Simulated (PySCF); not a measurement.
Vertical excitations of a molecule C2H4BNO2 from TDDFT-PBE0/def2-SVPD in PySCF, as energy in eV (oscillator strength): 4.65 (0.000), 6.69 (0.143), 6.98 (0.002), 7.17 (0.000), 7.47 (0.124), 7.78 (0.001), 7.87 (0.030), 8.24 (0.000), 8.45 (0.003), 8.46 (0.003). Lowest triplet (TDA): 3.72 eV. Geometry: B3LYP-D3(BJ)/def2-SVP. Other conformers were not sampled.

Question: Identify the compound among the candidates.
A. OB1COC=N1
B. N#CCB(O)O
C. OB1C=NCO1
D. COBN=C=O

Answer: C, OB1C=NCO1
